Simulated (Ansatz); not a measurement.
Consider the substitution at a C–C bond: `N=C(N)CO` + H₂Te → `N=C(N)[TeH]` + CH₃OH.

Gas-phase electronic energies from Ansatz, PBE0-D4/def2-TZVP geometries. CBS: MP2 limit from def2 TZ/QZ plus the TZ coupled-cluster correction, frozen cores. This one scheme is used for every species. Functionals use def2-TZVPP. Elements past krypton have def2 core potentials. For Te outer-core shells are correlated without core-valence functions, which leaves a few kJ/mol of doubt a bond. One conformer a species, not always the lowest.

CCSD(T)/CBS gives +3.3 kcal/mol.

Another level gave +4.0 kcal/mol. Which?
A. r2SCANh-D4/def2-TZVPP
B. revPBE/def2-TZVPP
C. SCS-MP2/def2-TZVPP
D. LDA (SPW92)/def2-TZVPP

A. r2SCANh-D4 4.0, LDA (SPW92) 6.2, SCS-MP2/def2-TZVPP 3.0, revPBE 1.0 kcal/mol.

Largest T1 diagnostic among the species: 0.014.

Leaving LDA and LC-ωPBE aside and taking each functional with its dispersion term where it has one, the values, not all of them listed here, spread over 5.4 kcal/mol, from BLYP-D4 to ωB97X-V. LDA lies +3.9 kcal/mol from PBE without D4. At CCSD(T), def2-SVP lies +5.0 kcal/mol from the extrapolated value and def2-TZVPP +1.2 kcal/mol. From r2SCAN to r2SCAN0 (25 % exact exchange), in def2-TZVPP and without D4, ΔE moves by +1.9 kcal/mol.

CCSD(T)/CBS has its own doubt, a few kJ/mol and more with outer-core shells, so smaller differences from it don't rank the levels.
